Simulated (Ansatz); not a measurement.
CH$_{2}$Cl, doublet, at a GFN2-xTB geometry; Ansatz (a program for electronic structure) with R2SCAN/STO-3G.

The Ansatz input:
Ansatz 0.2 input:
```yaml
crystal:
  periodic: [false, false, false]
  atoms:
    - {symbol: C, position_ang: [-1.09862696, 0.00303740, -0.02301348]}
    - {symbol: Cl, position_ang: [0.57686873, -0.00159488, 0.01208396]}
    - {symbol: H, position_ang: [-1.60478493, 0.94530203, -0.03926969]}
    - {symbol: H, position_ang: [-1.61022182, -0.93641342, -0.02807665]}
basis:
  gaussian:
    orbitals: STO-3G
hamiltonian:
  xc: r2scan
magnetization: {spin_polarized: true, initial_magnetization: 1}
accuracy: high
```

Output, abridged:

```
Functional definition: r2SCAN
265 factors; integrals over basis functions are off by at most 6.7e-9 eV
mean field evaluation 1: about -13439.7575 eV, gradient 3.8e0 eV
mean field evaluation 2: about -13439.8286 eV, gradient 3.0e0 eV
mean field evaluation 4: about -13439.8980 eV, gradient 1.1e-1 eV
mean field evaluation 8: about -13439.8728 eV, gradient 3.5e-3 eV
mean field evaluation 16: about -13439.8728 eV, gradient 3.4e-8 eV
mean field -13439.87275618 eV, -493.9062139166 hartree, gradient 3.4e-8 eV, S^2 0.755393; 0 other end points of the search recorded, 0 dependent functions left out
reference -13439.87275677 eV, -493.9062139382 hartree; 13, 12 occupied and 3, 4 virtual orbitals, 265 factors
Total energy: -13439.87275677 eV, -493.9062139382 hartree
```
